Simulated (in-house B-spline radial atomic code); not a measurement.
Configurations of the zirconium ion Zr³⁺, with energies counted from [Kr] 4d1. All numbers are computed (scalar-relativistic (X2C) CAM-B3LYP, spin-polarised, spherical fractional occupations, exact exchange averaged over the configuration; Fermi nucleus of rms radius 4.2694 fm) with a radial B-spline atomic code at the basis-set limit, not measured. Shells without spins written out take the highest spin.

Occupations are held fixed; configurations that lie above the ionisation limit could autoionise.

```csv
configuration,E - E(ref) (eV),highest orbital,its <r> (bohr)
[Kr] 5d1,17.903,5d up,4.34
[Kr] 4f1,19.558,4f up,3.814
[Kr] 5f1,24.712,5f up,6.827
[Ar] 3d10 4s2 4p5 4d1 5p1,41.244,5p up,3.205
[Ar] 3d9 4s2 4p6 4d1 5s1,188.71,5s up,2.761
```

Order these further configurations by energy, lowest first.
A. [Ar] 3d10 4s2 4p5 4d1 5s1
B. [Ar] 3d9 4s2 4p6 4d1 5p1
C. [Ar] 3d9 4s2 4p6 4d1 4f1
D. [Kr] 5s1
E. [Ar] 3d9 4s2 4p6 4d1 5f1

D (4.4413 eV), A (35.43 eV), B (194.59 eV), C (204.55 eV), E (209.87 eV).

How far above the reference does [Ar] 3d10 4s2 4p5 4d2 lie?

29.754 eV; its least bound orbital is 4d up with <r> = 1.777 bohr.
